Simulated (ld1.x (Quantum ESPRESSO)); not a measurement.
# Pseudopotential generation for oxygen (O): RRKJ, PBEsol, non-relativistic.

ld1.x (Quantum ESPRESSO) 7.5 was run on this input:

```
&input
   title='O', zed=8., rel=0, dft='PBESOL', iswitch=3,
   config='[He] 2s2 2p4 3d-2',
   nld=3, rlderiv=2.15, eminld=-4.0, emaxld=5.0, deld=0.02
 /
 &inputp
   pseudotype=2, tm=.false., lloc=0,
   nlcc=.false.,
   file_pseudopw='O.UPF', file_wfcaegen='ae.wfc', file_wfcncgen='nc.wfc', file_beta='beta', file_chi='chi'
 /
3
2P  2  1   4.00   0.00  1.85  1.85  0.0
3D  3  2  -2.00   0.15  1.95  1.95  0.0
2S  1  0   2.00   0.00  0.95  0.95  0.0
 &test
   configts(1)='2s2 2p4'
 /
```

Command:

```bash
ld1.x < O.in > O.out
```

Output (shortened: banner, matrices, multipoles, cross overlaps and the repeated all-electron block are left out):

```
Program LD1 v.7.5
     --------------------------- All-electron run ----------------------------

     O

     atomic number is  8.00
     dft =PBESOL   lsd =0 sic =0 latt =0  beta=0.20 tr2=1.0E-14
     Exchange-correlation= PBESOL
                           (   1   4  10   8   0   0   0)
     mesh =1095 r(mesh) =  99.04343 a.u. xmin = -7.00 dx = 0.01250
     1 Ry =  13.60569312 eV

     n l     nl                  e(Ry)          e(Ha)          e(eV)
     1 0     1S 1( 2.00)       -37.6561       -18.8281      -512.3374
     2 0     2S 1( 2.00)        -1.7465        -0.8732       -23.7620
     2 1     2P 1( 4.00)        -0.6601        -0.3300        -8.9811

     final scf error:  6.9E-15 reached in  34 iterations

     Etot =    -149.385740 Ry,     -74.692870 Ha,   -2032.496533 eV

     Ekin =     148.899901 Ry,      74.449951 Ha,    2025.886365 eV
     Encl =    -355.000745 Ry,    -177.500372 Ha,   -4830.031194 eV
     Eh   =      72.718638 Ry,      36.359319 Ha,     989.387473 eV
     Exc  =     -16.003534 Ry,      -8.001767 Ha,    -217.739177 eV

     normalization and overlap integrals

     s(1S/1S) =  1.000000  <r> =   0.2001  <r2> =    0.0541  r(max) =   0.1298
     s(2S/2S) =  1.000000  <r> =   1.1437  <r2> =    1.5922  r(max) =   0.8786
     s(2P/2P) =  1.000000  <r> =   1.2652  <r2> =    2.1325  r(max) =   0.8151

     ------------------------ End of All-electron run ------------------------

     --------------------- Generating NC pseudopotential ---------------------

      Generating local pot.: lloc=0, matching radius rcloc =   0.9500

      Wfc   2P  rcut= 1.860  Estimated cut-off energy=       51.69 Ry
      This function has    0 nodes for 0 < r <    1.860

      Wfc   3D  rcut= 1.955  Estimated cut-off energy=       57.75 Ry
      This function has    0 nodes for 0 < r <    1.955

     ------------------- End of pseudopotential generation -------------------

     Computing logarithmic derivative in   2.14755
     Computing logarithmic derivative in   2.14755
     Computing the partial wave expansion
       no projector for channel:   0
     R is outside the sphere for l=    1 j= 0.00
     R is outside the sphere for l=    2 j= 0.00

     ---------------------- Testing the pseudopotential ----------------------

     O

     atomic number is  8.00   valence charge is  6.00
     dft =PBESOL   lsd =0 sic =0 latt =0  beta=0.20 tr2=1.0E-14
     mesh =1095 r(mesh) =  99.04343 xmin = -7.00 dx = 0.01250

     n l     nl             e AE (Ry)        e PS (Ry)    De AE-PS (Ry)
     1 0     2S   1( 2.00)       -1.74647       -1.74647        0.00000
     2 1     2P   1( 4.00)       -0.66010       -0.66010       -0.00000

     eps = 7.7E-15  iter = 26

     Etot =    -149.385740 Ry,     -74.692870 Ha,   -2032.496533 eV
     Etotps =   -30.681204 Ry,     -15.340602 Ha,    -417.439047 eV

     Ekin =      18.630270 Ry,       9.315135 Ha,     253.477734 eV
     Encl =     -63.774519 Ry,     -31.887260 Ha,    -867.696540 eV
     Ehrt =      26.432058 Ry,      13.216029 Ha,     359.626473 eV
     Ecxc =      -6.229116 Ry,      -3.114558 Ha,     -84.751438 eV
     Epseu=      -5.739897 Ry,      -2.869948 Ha,     -78.095275 eV

     ---------------------- End of pseudopotential test ----------------------
```

Generation and configuration tests took about 2 s on one core of a shared server CPU.

Transferability test of the new file with ld1.x, input:

```
&input
   title='O', zed=8., rel=0, dft='PBESOL', iswitch=2,
   config='[He] 2s2 2p4 3d-2'
 /
 &test
   file_pseudo='O.UPF', nconf=8,
   configts(1)='2s2 2p4',
   configts(2)='2s2 2p3',
   configts(3)='2s2 2p2',
   configts(4)='2s2 2p1',
   configts(5)='2s1 2p4',
   configts(6)='2s2 2p0',
   configts(7)='2s2 2p3.5',
   configts(8)='2s1 2p5'
 /
```

```bash
ld1.x < O.test.in > O.test.out
```

Pseudopotential blocks of its output, shortened (energy terms left out; the distinct warnings before each block abridged to one line each):

```
     ---------------------- Testing the pseudopotential ----------------------

     n l     nl             e AE (Ry)        e PS (Ry)    De AE-PS (Ry)
     1 0     2S   1( 2.00)       -1.74647       -1.74647        0.00000
     2 1     2P   1( 4.00)       -0.66010       -0.66010       -0.00000

     eps = 8.6E-15  iter = 15

     Etot =    -149.385740 Ry,     -74.692870 Ha,   -2032.496533 eV
     Etotps =   -30.681204 Ry,     -15.340602 Ha,    -417.439042 eV

     ---------------------- End of pseudopotential test ----------------------

          ---------------------- Testing the pseudopotential ----------------------

     n l     nl             e AE (Ry)        e PS (Ry)    De AE-PS (Ry)
     1 0     2S   1( 2.00)       -2.89819       -2.89942        0.00123
     2 1     2P   1( 3.00)       -1.79111       -1.77636       -0.01475  !

     eps = 2.7E-15  iter = 24

     Etot =    -148.182731 Ry,     -74.091366 Ha,   -2016.128768 eV
     Etotps =   -29.483235 Ry,     -14.741617 Ha,    -401.139845 eV
     dEtot_ae =       1.203009 Ry
     dEtot_ps =       1.197969 Ry,   Delta E=       0.005040 Ry

     ---------------------- End of pseudopotential test ----------------------

          ---------------------- Testing the pseudopotential ----------------------

     n l     nl             e AE (Ry)        e PS (Ry)    De AE-PS (Ry)
     1 0     2S   1( 2.00)       -4.26812       -4.24999       -0.01814  !
     2 1     2P   1( 2.00)       -3.16890       -3.09785       -0.07105  !

     eps = 7.0E-15  iter = 23

     Etot =    -145.721630 Ry,     -72.860815 Ha,   -1982.643774 eV
     Etotps =   -27.060455 Ry,     -13.530227 Ha,    -368.176242 eV
     dEtot_ae =       3.664110 Ry
     dEtot_ps =       3.620749 Ry,   Delta E=       0.043361 Ry

     ---------------------- End of pseudopotential test ----------------------

          Warning: n=2, l=1 expected 0 nodes, found 1
     ---------------------- Testing the pseudopotential ----------------------

     n l     nl             e AE (Ry)        e PS (Ry)    De AE-PS (Ry)
     1 0     2S   1( 2.00)       -5.81803       -5.74241       -0.07562  !
     2 1     2P   1( 1.00)       -4.75957       -4.56532       -0.19425  !

     eps = 5.2E-15  iter = 21

     Etot =    -141.773991 Ry,     -70.886996 Ha,   -1928.933419 eV
     Etotps =   -23.238945 Ry,     -11.619473 Ha,    -316.181957 eV
     dEtot_ae =       7.611749 Ry
     dEtot_ps =       7.442258 Ry,   Delta E=       0.169490 Ry

     ---------------------- End of pseudopotential test ----------------------

          ---------------------- Testing the pseudopotential ----------------------

     n l     nl             e AE (Ry)        e PS (Ry)    De AE-PS (Ry)
     1 0     2S   1( 1.00)       -2.90863       -2.93176        0.02314  !
     2 1     2P   1( 4.00)       -1.79916       -1.80807        0.00891  !

     eps = 9.7E-15  iter = 24

     Etot =    -147.074438 Ry,     -73.537219 Ha,   -2001.049675 eV
     Etotps =   -28.359808 Ry,     -14.179904 Ha,    -385.854840 eV
     dEtot_ae =       2.311301 Ry
     dEtot_ps =       2.321396 Ry,   Delta E=      -0.010095 Ry

     ---------------------- End of pseudopotential test ----------------------

          ---------------------- Testing the pseudopotential ----------------------

     n l     nl             e AE (Ry)        e PS (Ry)    De AE-PS (Ry)
     1 0     2S   1( 2.00)       -7.51850       -7.33137       -0.18714  !
     2 1     2P   1( 0.00)       -6.53444       -6.12916       -0.40528  !

     eps = 7.9E-15  iter = 21

     Etot =    -136.140932 Ry,     -68.070466 Ha,   -1852.291740 eV
     Etotps =   -17.897529 Ry,      -8.948765 Ha,    -243.508294 eV
     dEtot_ae =      13.244808 Ry
     dEtot_ps =      12.783674 Ry,   Delta E=       0.461134 Ry

     ---------------------- End of pseudopotential test ----------------------

          ---------------------- Testing the pseudopotential ----------------------

     n l     nl             e AE (Ry)        e PS (Ry)    De AE-PS (Ry)
     1 0     2S   1( 2.00)       -2.29156       -2.29360        0.00205
     2 1     2P   1( 3.50)       -1.19174       -1.18787       -0.00387

     eps = 5.6E-15  iter = 21

     Etot =    -148.925787 Ry,     -74.462893 Ha,   -2026.238555 eV
     Etotps =   -30.221998 Ry,     -15.110999 Ha,    -411.191229 eV
     dEtot_ae =       0.459953 Ry
     dEtot_ps =       0.459206 Ry,   Delta E=       0.000747 Ry

     ---------------------- End of pseudopotential test ----------------------

          ---------------------- Testing the pseudopotential ----------------------

     n l     nl             e AE (Ry)        e PS (Ry)    De AE-PS (Ry)
     1 0     2S   1( 1.00)       -1.78031       -1.78835        0.00803  !
     2 1     2P   1( 5.00)       -0.69104       -0.69889        0.00785  !

     eps = 9.8E-15  iter = 28

     Etot =    -148.297893 Ry,     -74.148947 Ha,   -2017.695627 eV
     Etotps =   -29.593240 Ry,     -14.796620 Ha,    -402.636548 eV
     dEtot_ae =       1.087847 Ry
     dEtot_ps =       1.087963 Ry,   Delta E=      -0.000117 Ry

     ---------------------- End of pseudopotential test ----------------------
```
